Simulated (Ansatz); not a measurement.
## Strength of the Si–H bond: how K changes with temperature for SiHCl3 ⇌ SiCl3 + H

Species: SiHCl3 (trichlorosilane) `Cl[SiH](Cl)Cl`, singlet; SiCl3 `Cl[Si](Cl)Cl`, doublet; H atom, doublet. 

The electronic reaction energy at CCSD(T)/CBS estimate is +409.9 kJ/mol. Shapes: PBE0-D4/def2-TZVP. Programs: Ansatz 0.2.0. Enthalpy and entropy come from rigid-rotor, harmonic-oscillator sums on unscaled PBE0-D4/def2-TZVP wavenumbers, ideal gases at 1 bar. Symmetry numbers: SiHCl3 3, SiCl3 3. R = 8.3145 J/(mol K).

```
T (K)  ΔH (kJ/mol)  ΔS (J/(mol K))
  700       +396.1          +129.5
 1000       +397.3          +131.0
 1300            ?               ?
```

Q: Work out ln K at 700 and 1000 K, and from these estimate it at 1300 K.

A: 
1. 700 K: ΔG = +396.1 − 700 × (+129.5)/1000 = +305.5 kJ/mol; ln K = −ΔG/RT = -52.49.
2. 1000 K: ΔG = +397.3 − 1000 × (+131.0)/1000 = +266.3 kJ/mol; ln K = −ΔG/RT = -32.03.
3. Slope against 1000/T: (-32.03 − (-52.49))/(1.0000 − 1.4286) = -47.74, that is −ΔH/R with ΔH near +397 kJ/mol.
4. 1300 K: ln K = -52.49 + (-47.74) × (0.7692 − 1.4286) = -21.01.

The full sums give ΔH = +397.7 kJ/mol, ΔS = +131.4 J/(mol K), ΔG = +226.9 kJ/mol and ln K = -20.99 at 1300 K, so the line is off by -0.02 in ln K; without rounding the miss is -0.02, from the change of ΔH with temperature. The reactants are favoured over this whole range. The number of molecules rises, which sets the sign of ΔS, and lower pressure favours the products. An error of 10 kJ/mol in the energy moves ln K by 0.9 at 1300 K. Soft modes are treated as harmonic, which can err either way at these temperatures; the lowest are those of SiHCl3 (172 cm⁻¹), SiCl3 (163 cm⁻¹). Open shells run unrestricted. The CBS estimate extrapolates MP2 from def2-TZVPP and def2-QZVPP and adds CCSD(T) − MP2 in the triple-zeta set, cores frozen.
